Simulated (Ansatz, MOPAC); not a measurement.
How methods differ on SnS (SMILES [S][Sn])

SnS, singlet, SMILES `[S][Sn]`. Each level relaxes the structure for itself.

Each level gives the harmonic wavenumber (cm⁻¹). The values are calculated.

Measured value to compare with: Huber and Herzberg, Constants of Diatomic Molecules gives the harmonic wavenumber of the gas as 487 cm⁻¹.

| level | kind | program | value (cm⁻¹) | computed − measured |
| --- | --- | --- | --- | --- |
| PM3 | semi-empirical | MOPAC | 376 | -111 |
| PM6-D3 | semi-empirical | MOPAC | 497 | +10 |
| PM6-D3H4 | semi-empirical | MOPAC | 497 | +10 |
| PM6-DH+ | semi-empirical | MOPAC | 497 | +10 |
| SVWN5/def2-TZVP (core potential) | LDA | Ansatz | 488 | +1 |
| PBE-D3(BJ)/def2-TZVP (core potential) | GGA | Ansatz | 472 | -15 |
| r2SCAN/def2-TZVP (core potential) | meta-GGA | Ansatz | 492 | +5 |
| B3LYP-D4/def2-TZVP (core potential) | global hybrid | Ansatz | 485 | -2 |
| wB97X-V/def2-TZVP (core potential) | range-separated hybrid | Ansatz | 530 | +43 |
| CCSD(T)/def2-TZVP (core potential) | coupled cluster or CI | Ansatz | 487 | 0 |

Nearest: CCSD(T)/def2-TZVP (core potential) (0 cm⁻¹); farthest: PM3 (-111 cm⁻¹). Computed less measured by kind, in cm⁻¹ (def2-TZVP rows): semi-empirical -111 to +10; LDA +1; GGA -15; meta-GGA +5; global hybrid -2; range-separated hybrid +43; coupled cluster or CI +0. Harmonic and unscaled. In the correlated wave-function rows the outer d shell of Sn is correlated, in sets not made for it.
